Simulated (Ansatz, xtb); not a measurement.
## C5H9B: which of two isomers lies lower

We compare I, `B[C@@H]1C[C@H]1C=C`, a singlet, with II, `B[C@@H]1C[C@@H]1C=C`, a singlet. Both are isolated molecules in the gas phase, relaxed with PBE0-D3(BJ)/def2-SVP; the shapes shown needn't be the lowest conformers.

I (Å):

```xyz
15

C    -0.8733    0.8948   -0.9288
C    -1.1411   -0.5799   -0.7467
C    -0.1668    0.0475    0.1769
C     1.2786   -0.1909    0.0345
C     2.1561   -0.1729    1.0409
B    -1.7986    1.9573   -0.3379
H    -2.5662    1.6423    0.5470
H    -1.7574    3.1114   -0.6983
H    -0.2084    1.1520   -1.7595
H    -0.7456   -1.2467   -1.5179
H    -2.1124   -0.8763   -0.3427
H    -0.5042    0.2271    1.2023
H     1.6308   -0.4005   -0.9837
H     1.8418    0.0341    2.0687
H     3.2177   -0.3678    0.8728
```

II (Å):

```xyz
15

C     1.7566    0.6343   -0.7333
C     1.0466   -0.6811   -1.0595
C     0.9001   -0.1248    0.3041
C    -0.3911    0.3977    0.7909
C    -0.7906    0.3391    2.0633
B     1.2619    1.8921   -1.4535
H     0.0818    2.0554   -1.6689
H     2.0409    2.7268   -1.8545
H     2.8305    0.5280   -0.5515
H     1.6808   -1.5594   -1.2033
H     0.1817   -0.6325   -1.7271
H     1.5077   -0.6001    1.0812
H    -1.0509    0.8449    0.0400
H    -1.7629    0.7293    2.3729
H    -0.1592   -0.1023    2.8411
```

Quicker runs give these differences E(II) − E(I): GFN2-xTB +1.18 kcal/mol; HF/STO-3G +1.34 kcal/mol (at GFN2-xTB geometries); r2SCAN-D4/def2-SVP +1.83 kcal/mol (at GFN2-xTB geometries).

Q: Estimate E(II) − E(I) at the level CCSD(T)/def2-SVP + ΔMP2/def2-TZVPP.

A: Too close to call at this level: CCSD(T)/def2-SVP + ΔMP2/def2-TZVPP gives E(II) − E(I) = +1.56 kcal/mol.

Level by level:

```
                             level              geometry  E(II) − E(I) (kcal/mol)  departure from the last row (kcal/mol)  job, with rough time for the two
                          GFN2-xTB              GFN2-xTB                     +1.18                                   −0.38               optimisation, 1.1 s
                         HF/STO-3G              GFN2-xTB                     +1.34                                   −0.22               single point, 1.6 s
                r2SCAN-D4/def2-SVP              GFN2-xTB                     +1.83                                   +0.27                single point, 12 s
              PBE0-D3(BJ)/def2-SVP  PBE0-D3(BJ)/def2-SVP                     +1.61                                   +0.05             optimisation, 3.2 min
                       HF/def2-SVP  PBE0-D3(BJ)/def2-SVP                     +1.35                                   −0.21           part of the CCSD(T) run
                      MP2/def2-SVP  PBE0-D3(BJ)/def2-SVP                     +1.70                                   +0.14           part of the CCSD(T) run
                  CCSD(T)/def2-SVP  PBE0-D3(BJ)/def2-SVP                     +1.52                                   −0.04                      single point
CCSD(T)/def2-SVP + ΔMP2/def2-TZVPP  PBE0-D3(BJ)/def2-SVP                     +1.56                                                     single point, 2.8 min
```

As drawn, both hold the same kinds of bond in the same numbers.

The largest departure from CCSD(T)/def2-SVP + ΔMP2/def2-TZVPP is that of GFN2-xTB, 0.38 kcal/mol. The last row adds to CCSD(T) the change of the MP2 difference between the two basis sets, here +0.04 kcal/mol.

With thermal terms from frequencies at re-optimised GFN2-xTB minima (ideal gas, soft modes damped towards free rotors, one conformer each, 298.15 K, 1 atm): the zero-point term adds +0.03 kcal/mol; ΔH is +1.57 and ΔG +1.61 kcal/mol.

The correlated steps freeze 6 core orbitals. Programs: Ansatz 0.2.0, xtb 6.7.1; the last row on 2 threads of AMD EPYC (Zen 3) on a shared host.
